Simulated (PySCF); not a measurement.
A structure optimised at PBE0-D3(BJ)/def2-SVP, used in a PySCF frequency run:

```xyz
6

Sb    -0.6762    -0.3821     0.7076
Br     1.5318    -0.8147     1.9155
Te    -0.2454     2.2192    -0.1391
H     -0.1165     2.7315     1.4426
Te    -0.0982    -1.2990    -1.8408
H     -1.1405    -2.5811    -1.6169
```

Write its SMILES and formula.

[Br][Sb]([TeH])[TeH], BrH₂SbTe₂

What are its rotational constants (standard atomic weights)?

0.51589, 0.43919, 0.27763 GHz
